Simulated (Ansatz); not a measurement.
`[SH][GaH2]` and `[SH][GaH][Cl]` differ in one atom or group.

Ansatz, PBE0-D4/def2-TZVP geometries, multiplicity 1. Each molecule was computed in one conformer, which needn't be the lowest.

Scalar relativity is left out up to krypton.

```json
{"property": "zero-point energy (PBE0-D4/def2-TZVP) / kJ/mol", "`[SH][GaH2]`": "59.9"}
{"property": "HOMO energy (PBE/def2-TZVPP) / eV", "`[SH][GaH2]`": "-6.58"}
{"property": "HOMO energy (PBE0/def2-TZVPP) / eV", "`[SH][GaH2]`": "-7.73"}
{"property": "ideal-gas entropy at 298 K and 1 bar (rigid rotor, harmonic PBE0-D4/def2-TZVP) / J/(mol·K)", "`[SH][GaH2]`": "278"}
{"property": "HOMO–LUMO gap (ωB97M-V/def2-TZVPP) / eV", "`[SH][GaH2]`": "10.10"}
{"property": "LUMO energy (ωB97M-V/def2-TZVPP) / eV", "`[SH][GaH2]`": "0.20"}
```

**Question.** What does the change do to each property? (Estimate.)

**Answer.** The calculation gave: 
| property | `[SH][GaH][Cl]` | shift |
| --- | --- | --- |
| zero-point energy (PBE0-D4/def2-TZVP) / kJ/mol | 46.4 | -13.5 |
| HOMO energy (PBE/def2-TZVPP) / eV | -6.83 | -0.25 |
| HOMO energy (PBE0/def2-TZVPP) / eV | -8.04 | -0.31 |
| ideal-gas entropy at 298 K and 1 bar (rigid rotor, harmonic PBE0-D4/def2-TZVP) / J/(mol·K) | 314 | 36 |
| HOMO–LUMO gap (ωB97M-V/def2-TZVPP) / eV | 10.50 | 0.40 |
| LUMO energy (ωB97M-V/def2-TZVPP) / eV | 0.28 | 0.08 |

With PBE0 the HOMO falls by 0.31 eV and the LUMO rises by 0.06 eV, so the gap widens by about 0.37 eV. PBE moves the HOMO by -0.25 eV and ωB97M-V by -0.31 eV.
